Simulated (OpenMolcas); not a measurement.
# P³⁺: effect of the level shift or regulariser

```json
{"Program": "OpenMolcas", "Basis": "ANO-RCC-VTZP [5s4p2d1f]", "Scalar Hamiltonian": "DKH2, point nucleus", "Active space": "2 electrons in 4 orbitals (3s 3p)", "State averaging": "2S+1 = 3 even, 3 roots; 2S+1 = 1 even, 7 roots; 2S+1 = 3 odd, 3 roots; 2S+1 = 1 odd, 3 roots", "Spin-orbit coupling": "state interaction with AMFI integrals over the reference wave functions, term energies averaged over their components"}
```

Methods on the same reference wave functions:
A. CASSCF
B. MS-CASPT2, IPEA 0.25 Eh, imaginary shift 0.1 Eh (closed shells correlated: 2s 2p)
C. MS-CASPT2, IPEA 0.25 Eh, real shift 0.2 Eh (closed shells correlated: 2s 2p)

Energies in cm-1 above 3s2 1S0, the measured ground level; measured values from Martin, Zalubas and Musgrove, J. Phys. Chem. Ref. Data 14, 751 (1985).

```tsv
Level	A	B	C	Measured
3s2 1S0	0.0	0.0	0.0	0.0
3s 3p 3P* 0	67084	67289	67293	67918
3s 3p 3P* 1	67284	67489	67493	68146
3s 3p 3P* 2	67689	67894	67899	68615
3s 3p 1P* 1	117049	108370	108493	
3p2 3P0	165307	165229	165231	164941
3p2 3P1	165510	165435	165436	165185
3p2 3P2	165896	165763	165787	165654
3p2 1D2	179027	166993	167646	158142
3p2 1S0	208225	197031	197184	194592
```

Deviations, from unrounded energies. A percentage is the sum of absolute deviations over the sum of measured energies, with the sign that they share, or ± where signs differ.

```tsv
Against measurement	Levels	A	B	C
mean absolute deviation (cm-1)	8	4800	1700	1800
other configurations (%)	8	±3.6	±1.3	±1.4
```

B lies closest to measurement on these levels and A furthest from it. The largest miss of B in the table is 3p2 1D2, by +8900 cm-1. The ranking rests on the paired levels alone, and a cruder setting can come out closer through cancelling errors.

Between B and C the level of the table that moves most is 3p2 1D2, by 650 cm-1 (lowest in B, highest in C).

The lowest spin-free term lies below A's lowest term by 0.022 hartree in B, 0.022 hartree in C.

Over all roots computed the reference weight is 0.92 to 1.00 in B; the roots of lowest weight are the least certain, and an intruder state may touch them. The ¹D term of p² mixes with s d, which this space lacks. Some levels mix across a computed gap that differs much from the measured one, so their mixing is not that of the real levels (holds for B). Computed and measured levels are paired by configuration, term and J; levels that our copy of the source lacks, or whose pairing is in doubt (as where it misses far off the trend of its configuration), stay unpaired and out of the deviations. Only configurations of the active space appear.

* marks odd parity.
